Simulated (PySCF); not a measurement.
Species: CH₉NOSi₂.
Atom-mapped SMILES: `[CH3:1][Si@H:2]([NH2:3])[O:4][SiH3:5]`

Structure used (GFN2-xTB), in Å, numbered top down from 1:
```xyz
14
CH9NOSi2 angstrom
C     -1.797   -0.907    0.036
Si    -0.582    0.201    0.974
N     -0.721    1.783    0.303
O      0.953   -0.276    0.739
Si     2.371   -0.491    0.001
H     -2.821   -0.711    0.336
H     -1.729   -0.748   -1.036
H     -1.595   -1.956    0.229
H     -0.718    0.082    2.431
H     -1.624    2.224    0.267
H     -0.012    2.463    0.526
H      2.221   -0.289   -1.441
H      2.761   -1.865    0.317
H      3.292    0.490    0.576
```

The computed photoelectron lines, unassigned: C 1s: 289.94 eV; N 1s: 404.54 eV; O 1s: 537.54 eV; Si 1s: 1847.09 (area 1), 1847.10 (area 1) eV; Si 2p3/2: 107.03 (area 1), 107.20 (area 1) eV.

Level of theory: PySCF, delta-SCF UKS SCAN, pcX-2 on the ionised atom, pcseg-1 elsewhere, spin-free X2C. Isolated species at its GFN2-xTB geometry (one conformer only).

Q: Which silicon gives which Si 2p3/2 line?

A: 107.03 eV: Si2 (oxygen-bound silicon); 107.20 eV: Si5 (oxygen-bound silicon). The 2 Si 2p3/2 values lie within 0.17 eV of each other.

Bonded neighbours of each site: C1: 3 H and Si; Si2: O, N, C and H; N3: 2 H and Si; O4: 2 Si; Si5: O and 3 H.

Q: Which photon energy gives electrons from Si 2p3/2 of Si5 a kinetic energy of 200 eV, and what is their de Broglie wavelength?

A: hν = 107.20 + 200 = 307.20 eV, recoil neglected; λ = 12.264 Å/√(E/eV) = 0.87 Å.

The 2p values aren't plain energy differences: one relaxed spin-free 2p hole is combined with a matrix within the shell (ground-state 2p orbital-energy differences and spin–orbit coupling). 2p3/2, the mean of its two sublevels, lies a third of the splitting below the shell's mean and 2p1/2 two thirds above it; the statistical areas are 2:1. 2p1/2 minus 2p3/2 (ligand field included): Si 0.63 eV.

Time: 68 s wall. Hardware: Arm Neoverse V2, one thread, shared host.
